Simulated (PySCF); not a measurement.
Ga(H)(Cl)(OMe) (CH₄ClGaO), SMILES C[O][GaH][Cl].

Geometry: PBE0-D3(BJ)/def2-SVP. The structure was generated by enumeration; whether it is a known compound was not checked. The values are those of a single conformer.

Level of theory: PySCF with B3LYP/def2-TZVP.

The molecule is in vacuum.

```yaml
total_energy: -2500.98557 hartree
point_group: Cs
highest_occupied_level: -7.94 eV
lowest_empty_level: -1.43 eV
orbital_gap: 6.51 eV
dipole_moment: 2.59 D
quadrupole, principal values (traceless, Buckingham form, about the centre of nuclear charge): -3.07, -0.50, 3.57 D·Å
mean_static_polarisability: 55.7 bohr³ (8.25 Å³)
polarisability_principal_values: 41.6, 52.7, 72.7 bohr³
```
